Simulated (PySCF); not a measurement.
# Calculated properties of `COC1=CCC[S@@]1=O`

Species: C5H8O2S.
Cartesian coordinates in Å at the PBE0-D3(BJ)/def2-SVP level; atoms count from 1:
```xyz
16
C5H8O2S angstrom
C      2.5212   -0.4799   -0.3448
O      1.5367    0.4592    0.0581
C      0.2591    0.1965   -0.2048
C     -0.7947    0.6564    0.4832
C     -2.1377    0.3307   -0.0941
C     -1.9085   -0.8254   -1.0623
S     -0.2133   -0.6821   -1.7480
O      0.3788   -2.0657   -1.7583
H      3.4576   -0.1573    0.1269
H      2.2585   -1.4986   -0.0241
H      2.6492   -0.4858   -1.4385
H     -0.6670    1.2740    1.3751
H     -2.8720    0.0591    0.6817
H     -2.5618    1.2011   -0.6266
H     -1.8511   -1.7985   -0.5500
H     -2.6279   -0.8853   -1.8899
```

Structural features include: C=C double bond, ether and sulfoxide.

From PBE0-D3(BJ)/def2-SVP geometry optimisation, gas phase (PySCF):

* Point group: C1
* Rotational constants A, B, C: 2.640, 1.723, 1.124 GHz

**B3LYP/def2-SVPD ground state, ΔSCF and vertical TDDFT (core frozen in the response) (PySCF)**

- Dipole moment: 2.95 D
- HOMO energy: -6.44 eV
- LUMO energy: -0.75 eV
- HOMO–LUMO gap: 5.69 eV
- Lowest singlet excitation: 4.71 eV (263 nm, f = 0.021)
- Strongest line among the 10 lowest singlet transitions: S4 at 5.66 eV (219 nm, f = 0.083)
- Lowest triplet excitation (Tamm–Dancoff): 3.75 eV
- Static isotropic polarisability: 88.2 au
- Vertical ionisation energy: 8.47 eV
- Electronic spatial extent ⟨r²⟩ about the centre of nuclear charge: 1078 bohr²

CAM-B3LYP/pcSseg-1 ground state and GIAO shieldings, non-relativistic (PySCF):

- 13C chemical shifts (computed TMS as zero) by class: 174.7 (C3), 111.3 (C4), 62.7 (C6), 61.2 (C1), 25.1 (C5) ppm
- 1H chemical shifts (computed TMS as zero) by class: 5.34 (H12), 3.95 (H9/H10/H11), 3.47 (H16), 2.79 (H15), 2.45 (H13), 2.30 (H14) ppm
- Isotropic shieldings of nuclei other than C and H, by class: 240 (O2), 241 (O8), 117 (S7) ppm

Monoisotopic mass (most abundant isotopes): 132.0245 u.

The polarisability is 13.07 Å³ as a volume (1 au = 0.148185 Å³), or 1.26 au for each of the 70 electrons. The dipole matches unit charges of opposite sign 0.62 Å apart (1 e·Å = 4.8032 D). In wavenumbers S1 is 38000 cm⁻¹ (1 eV = 8065.54 cm⁻¹). The rotational constants make it an asymmetric top with κ = (2B − A − C)/(A − C) = -0.21, nearer the prolate limit (−1). No computed singlet falls in the visible range (750 to 380 nm, 1.65 to 3.26 eV); S1 lies 1.45 eV above its blue end. With B = h/(8π²I), that is 505.379 GHz u Å² over I, the principal moments of inertia are 191.4, 293.3 and 449.8 u Å² (most abundant isotopes).

One conformer (not necessarily the lowest) at the PBE0-D3(BJ)/def2-SVP geometry, without solvent or vibrations. NMR classes are plain means over equivalent atoms (diastereotopic ones count apart unless rotation or inversion swaps them), as if these changed places fast; in this geometry the members of some classes differ.

For the TDDFT job (B3LYP/def2-SVPD), on an Arm Neoverse V1 with one thread (shared host), this took 4.4 min wall.
